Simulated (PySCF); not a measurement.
Labels have come off several samples. The candidates:

A. SMILES Cc1cccc([P@@H](C)=O)c1
B. `F/C=P/C(F)(F)C(F)(F)F`
C. `InChI=1S/C2H10O3Si3/c1-2(3)7-5-8-4-6/h7-8H2,1,6H3`

Spectrum 1. 1H NMR (300 MHz, computed): δ 10.49 (m, 1H). 13C{1H} NMR (computed): δ 237.8 (CH), 129.6 (C), 128.6 (C).

Spectrum 2. 1H NMR (300 MHz, computed): δ 8.24 (m, 1H), 7.95 (m, 1H), 7.60 (m, 1H), 7.58 (m, 1H), 7.19 (m, 1H), 2.61 (s, 3H), 1.46 (m, 3H). 13C{1H} NMR (computed): δ 145.0 (C), 140.0 (C), 138.0 (CH), 137.5 (CH), 133.2 (CH), 129.1 (CH), 24.0 (CH3), 21.9 (CH3).

Spectrum 3. 1H NMR (300 MHz, computed): δ 5.24 (s, 2H), 5.09 (s, 3H), 4.99 (s, 2H), 2.39 (s, 3H). 13C{1H} NMR (computed): δ 246.4 (C), 37.4 (CH3).

PySCF 2.14.0 with density-fitted response routines calculation with geometry from GFN2-xTB and NMR shieldings at PBE0/pcSseg-1/GIAO; averaged over atoms made equivalent by symmetry, fast rotation or ring inversion, in vacuum, one conformer, relativity neglected.

References, each an isolated molecule treated in the same way: TMS for 1H and 13C. Splittings of carbon signals by F and P are missing where no couplings were computed. Where no couplings were computed, multiplicities follow the n + 1 count of equivalent neighbours, and m marks all less simple cases (inequivalent or close neighbours, rings, F or P nearby). Shifts are as computed. Against solution values, carbons near 30 ppm lie about +3 ppm off and those near 130 ppm about +5 ppm. Of 1211 compounds with measured shifts, 218 miss one by over three times the rms of a fit or turn the order of signals round; such compounds aren't used in these exercises.

Question: Match each spectrum to its structure.

Answer: 1–B, 2–A, 3–C.

- Spectrum 1 (B): 3 13C signals; δC 129.6 is a fully substituted sp3 carbon bonded to 2 F and P; δC 128.6 is a CF3 carbon.
- Spectrum 2 (A): 8 13C signals; δC 138.0 is an aromatic CH; δC 137.5 is an aromatic CH.
- Spectrum 3 (C): 2 13C signals; δC 37.4 is a methyl carbon α to a carbonyl; δH 2.39 is the hydrogen on a methyl carbon α to a carbonyl.
